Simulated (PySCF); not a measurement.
## `F[C@@H]1C[C@H]2CC[C@@H]1N2`, C$_{6}$H$_{10}$FN

Geometry (Å), atoms numbered from 1 in this order:
```xyz
18

F     2.390   -1.128    0.130
C     1.258   -0.578   -0.446
C     1.147    0.914   -0.105
C    -0.168    0.948    0.706
C    -1.342    0.761   -0.265
C    -1.214   -0.732   -0.627
C    -0.008   -1.156    0.222
N    -0.198   -0.329    1.405
H     1.333   -0.795   -1.514
H     1.995    1.213    0.512
H     1.118    1.545   -0.990
H    -0.263    1.805    1.369
H    -2.283    0.961    0.243
H    -1.267    1.415   -1.132
H    -2.098   -1.289   -0.322
H    -1.046   -0.898   -1.690
H     0.062   -2.221    0.437
H     0.575   -0.428    2.058
```

Computed, not measured: PySCF 2.14.0, TDDFT CAM-B3LYP/def2-SVPD circular dichroism and optical rotation, one conformer, gas phase. Geometry: GFN2-xTB.

States above about 8.4 eV (minus the energy of the highest occupied orbital) lie near or above the ionisation threshold and depend on the basis.

Assign R or S to each stereocentre.

C2 R, C4 R, C7 S.

Which excitations and rotatory strengths does the calculation give?

Rotatory strengths R in 10⁻⁴⁰ esu² cm², velocity form and length form (origin at the centre of mass); f in length form.
```
state  E (eV)  λ (nm)       f  R (velocity)  R (length)                                main
    1    6.70     185   0.018          +0.2        +0.7    HOMO→LUMO 0.75, HOMO→LUMO+3 0.12
    2    7.58     164   0.008          +3.6        +3.9    HOMO→LUMO+1 0.73, HOMO→LUMO 0.09
    3    7.66     162   0.001          -2.8        -3.3  HOMO→LUMO+2 0.59, HOMO→LUMO+5 0.12
    4    7.76     160  0.0009          -4.3        -4.5  HOMO→LUMO+3 0.54, HOMO→LUMO+2 0.13
    5    8.28     150   0.004         +13.5       +15.1  HOMO→LUMO+4 0.39, HOMO→LUMO+5 0.36
    6    8.36     148   0.005          +3.4        +2.3  HOMO→LUMO+4 0.49, HOMO→LUMO+5 0.19
    7    8.44     147   0.004         -10.1        -9.4  HOMO→LUMO+6 0.52, HOMO→LUMO+5 0.20
    8    8.64     144   0.004          -8.8        -8.7                    HOMO−1→LUMO 0.89
```

Among the states computed, the strongest CD band (largest |R|) is state 5. The largest dissymmetry factor in size, g = 4R/(D+G), with D and G the electric and magnetic dipole strengths, is -0.057 for state 4 (velocity form, f = 0.0009), among bands with |R| over 0.5. The mirror image has the same energies and oscillator strengths and all R with the opposite sign.
